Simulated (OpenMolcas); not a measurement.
**Lines of Fe⁴⁺: computed and rescaled rates**

| Quantity | Value |
| --- | --- |
| Program | OpenMolcas 26.06 |
| Method | MS-RASPT2, IPEA 0.25 Eh, imaginary shift 0.1 Eh (closed shells correlated: 3s) |
| Basis | ANO-RCC-VQZP [7s6p4d3f2g1h] |
| Scalar Hamiltonian | DKH2, point nucleus |
| Active space | 10 electrons in 8 orbitals (RAS1 3p, at most 2 holes; RAS2 3d) |
| State averaging | 2S+1 = 5 even, 5 roots; 2S+1 = 3 even, 45 roots; 2S+1 = 1 even, 44 roots |
| Spin-orbit coupling | RASSI with atomic mean-field integrals over the reference wave functions, term energies averaged over their components |

Rates come from the transition moments of the reference wave functions (E1 and E2 in the length form). At fixed line strength A goes as λ^-3 for E1 and M1 and as λ^-5 for E2, so a rate at the computed wavelength can be rescaled to the measured one. Measured vacuum wavelengths follow from level energies in Corliss and Sugar, J. Phys. Chem. Ref. Data 11, 135 (1982). Branching counts decays inside the model space alone, at computed energies, and the table is only a selection of the E2 and M1 lines, drawn from those between levels with measured partners whose computed energy lies within a factor of 1.5 of the measured one.

```tsv
Upper	Lower	Type	λ computed (nm)	λ measured (nm)	A computed (s-1)	A rescaled (s-1)	Branching %
3d4 5D1	3d4 5D0	M1	66320	70370	1.85e-04	1.55e-04	100.0
3d4 5D2	3d4 5D1	M1	34300	36340	1.41e-03	1.19e-03	100.0
3d4 3H5	3d4 3H4	M1	30580	34080	9.20e-04	6.65e-04	98.7
3d4 3H6	3d4 3H5	M1	28000	33050	1.01e-03	6.14e-04	98.9
3d4 5D3	3d4 5D2	M1	24000	25920	3.36e-03	2.67e-03	100.0
3d4 5D4	3d4 5D3	M1	19030	20850	3.93e-03	2.99e-03	100.0
3d4 3G4	3d4 3H4	M1	1744	1918	4.20e-02		35.9
3d4 1I6	3d4 3H6	M1	830.7	834.5	1.64e-01		56.4
3d4 1I6	3d4 3H5	M1	806.8	813.9	1.26e-01		43.5
3d4 1S0	3d4 3P1(1)	M1	627.4	682.1	1.84e+00		100.0
3d4 1D2	3d4 3F3(1)	M1	495.8	514.2	5.03e-01		37.6
3d4 3H4	3d4 5D4	M1	420.2	422.8	3.25e-03		83.8
3d4 3P0(1)	3d4 5D1	M1	407.9	418.2	1.58e+00		100.0
3d4 3P1(1)	3d4 5D2	M1	398	407.2	1.23e+00		88.6
3d4 3P2(1)	3d4 5D3	M1	381	389.6	8.23e-01		89.9
3d4 3F4(1)	3d4 5D4	M1	380.8	389.2	8.93e-01		81.8
3d4 3F3(1)	3d4 5D3	M1	375.6	384	5.20e-01		65.3
3d4 3F2(1)	3d4 5D2	M1	371.1	379.6	2.23e-01		56.2
3d4 1G4(2)	3d4 1I6	E2	286.3	296.1	3.34e+00	2.82e+00	62.0
3d4 3D3	3d4 5D4	M1	273.3	282.9	4.39e-01		58.9
3d4 3D2	3d4 5D1	M1	263.5	273.1	2.27e-01		36.7
3d4 3F4(2)	3d4 3H6	E2	263.3	272.4	2.63e+00	2.22e+00	37.5
3d4 3P0(2)	3d4 3P2(1)	E2	262.7	270.6	1.42e+00	1.22e+00	36.6
3d4 3F3(2)	3d4 3H5	E2	260.1	269.3	2.48e+00	2.08e+00	35.3
3d4 3F2(2)	3d4 3H4	E2	258.1	267.5	2.80e+00	2.34e+00	37.3
```

Spin-changing lines and M1 lines between different terms are not rescaled, since their strength hangs on the term gaps too.

The largest correction is for 3d4 3H6 → 3d4 3H5 (M1): 1.01e-03 × (28000 / 33050)^3 = 6.14e-04 s-1, a factor of 0.61.

The computed rate and branching of 3d4 5D1 → 3d4 5D0 give the upper level a radiative lifetime of 1.000 / 1.85e-04 s-1 = 5.41e+03 s, counting decays inside the model space alone. The rescaled rate gives about 6.5e+03 s.

The computed order of these levels differs from the measured one in 2 places, and where term gaps are wrong the rates of spin-changing lines can be off by large factors.

These are rates of the free ion; in crystals, glasses and complexes forced electric-dipole and non-radiative decay shorten such lifetimes by orders of magnitude. No measured rate stands beside these. Rescaling mends the energy factor alone: line strengths can still be far off where a level mixes with configurations outside the active space, and weak or spin-changing lines hang on small mixing coefficients that depend on the term gaps too, so rescaling need not improve them.

CASPT2 breaks the degeneracy within a term, and the mean is taken; among the terms shown or strongly mixed into the levels shown the widest spread is 1400 cm-1 (3d4 1I). Active for correlation alone: 3p; no level in the range computed is led by a configuration that opens it, so any true level of that kind is missing. The CASPT2 spread within a term exceeds the gap to the next term for 3d4 1I and 3d4 3D, so the order of their levels is uncertain. Measured partners are found by configuration, term and J. A level has none where our copy of the source lacks it or the pairing is in doubt (some pairs that miss far off the trend of their configuration count as doubtful). Only configurations of the active space appear.

A number in round brackets counts repeated terms of one configuration in the order of the reference energies.
